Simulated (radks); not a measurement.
Results of a calculation; reference values are marked as such.
Q: Ce26+, 32 electrons, occupied as [Ar] 3d10 4s2 4p2. Level of theory: Dirac Kohn-Sham, exchange-only PBE, spin-unpolarised, spherical densities, finite nucleus; open shells fill j = l - 1/2 first; Fermi nuclear charge, rms radius 4.8771 fm (a radial shooting solver on a logarithmic mesh with Libxc functionals).

Spin-orbit splittings of the eigenvalues, e(l+1/2) - e(l-1/2), with zeta = 2 splitting/(2l+1) and mean radii in bohr:

shell  occ.  splitting (eV)  zeta (eV)  <r> j=l-1/2  <r> j=l+1/2
2p        6               ?          ?      0.08779      0.09397
3p        6           90.80      60.53       0.2641       0.2756
3d       10           19.84      7.936       0.2456       0.2492
4p        2           26.44      17.62       0.5753       0.5926

Estimate the 2p splitting.

A: 448.1 eV (zeta = 298.7 eV).
